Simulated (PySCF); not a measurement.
# SnF₄ + 2 Cl₂ → SnCl₄ + 2 F₂

Level: PBE0 in the def2-SVP basis family, computed in PySCF with density fitting; scalar-relativistic core potentials for atoms from Rb on, none lighter, no spin–orbit coupling; open shells unrestricted.

```csv
species,state and structure,ZPE (kJ/mol),H(298 K) − H(0) (kJ/mol),S° (J/(mol K))
SnF₄,"singlet, Td, Sn–F 1.902 Å (×4)",21.0,19.5,327.7
Cl₂,"singlet, D∞h, Cl–Cl 2.025 Å",3.2,9.2,223.2
SnCl₄,"singlet, Td, Sn–Cl 2.317 Å (×4)",12.9,22.5,367.7
F₂,"singlet, D∞h, F–F 1.376 Å",6.5,8.7,201.9
```

(1) Is the gas-phase reaction uphill or downhill in electronic energy at this level, and by how much?

(2) Add zero-point, thermal and entropy terms for 298.15 K and 1 bar.

## Answers

(1) At PBE0/def2-SVP, ΔE = 462.9 kJ/mol, uphill. 

(2) ΔZPE = -1.5 and Δ[H(298) − H(0)] = 2.0 kJ/mol give ΔH° = 463.4 kJ/mol. ΔS° = -2.6 J/(mol K), so ΔG° = 463.4 − 298.15 × (-0.0026) = 464 kJ/mol.

Each species is the lowest minimum found with this bonding; other isomers or fragments can lie lower.
